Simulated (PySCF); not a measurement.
Species: (F)2Sn(OSiH2)2O.
Bonds: Sn1–F2, Sn1–F3, Sn1–O4, Sn1–O8, O4–Si5, Si5–O6, O6–Si7, Si7–O8. Hydrogens: H9, H10 on Si5; H11, H12 on Si7.

The calculation used PBE0-D3(BJ)/def2-SVP geometry optimisation, gas phase, def2 core potentials past Kr in PySCF.

(1) What internal coordinates does the optimisation give?

## Answers

(1) 
```csv
bond,length (bohr)
"Sn1–F2, Sn1–F3",3.608
"Sn1–O4, Sn1–O8",3.677
"O4–Si5, Si7–O8",3.160
"Si5–O6, O6–Si7",3.135
Si5–H9 and 3 like bonds,2.806
```

Bonds in one row agree within 0.02 bohr and their mean is given. A selection of angles:
```csv
angle,degrees
F2–Sn1–F3,105.4
F2–Sn1–O4,110.9
O4–Sn1–O8,108.3
Sn1–O4–Si5,125.8
O4–Si5–O6,107.9
Si5–O6–Si7,144.1
```

Torsions: F2–Sn1–O4–Si5 -123° (anticlinal); F2–Sn1–O8–Si7 125° (anticlinal); Sn1–O4–Si5–O6 1° (synperiplanar); O4–Si5–O6–Si7 -2° (synperiplanar); Si5–O6–Si7–O8 3° (synperiplanar); O6–Si7–O8–Sn1 -4° (synperiplanar).

Si5 (silicon bonded to 2 O and 2 H) is tetrahedral (angles from 107.9° to 112.1°). Sn1 (tin bonded to 2 F and 2 O) is distorted tetrahedral (angles from 105.4° to 110.9°).

Point group: near C2v, missed by 0.10 Å at most; the miss may be what the optimiser left on a soft mode (Cs holds within 0.08 Å). No PBE0-D3(BJ)/def2-SVP frequencies stand behind this structure, so it isn't proved a minimum. The numbers are those of one conformer.
